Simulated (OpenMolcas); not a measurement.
Computed levels of 5s² 5p³ in ions with 51 electrons, in cm-1 above ⁴S°_3/2.

- Program: OpenMolcas 26.06
- Method: RASSCF
- Basis: ANO-R2
- Scalar Hamiltonian: X2C, finite nucleus
- Spin-orbit coupling: state interaction with AMFI integrals over the reference wave functions, term energies averaged over their components

Active space for each ion: 5 electrons in 9 orbitals (RAS2 5s 5p; RAS3 5d, at most 2 electrons).

```tsv
Level	Te+	Xe3+
²D°_3/2	13656	16829
²D°_5/2	15496	20755
²P°_1/2	23906	31461
²P°_3/2	26415	37331
```

**Question.** Estimate ²D°_3/2, ²D°_5/2 for I2+ from its neighbours Te+ and Xe3+.

**Answer.** ²D°_3/2 is another term, which grows about linearly with the charge: (13656 + 16829) / 2 = 15242. The calculation gives 15384, so the estimate is off by -0.9 %.
²D°_5/2 is another term, which grows about linearly with the charge: (15496 + 20755) / 2 = 18126. The calculation gives 18197, so the estimate is off by -0.4 %.

The run also gave levels led by 5s² 5p² 5d, which use shells meant for correlation; these and all levels above them are left out. Only configurations of the active space appear.

° marks odd parity.
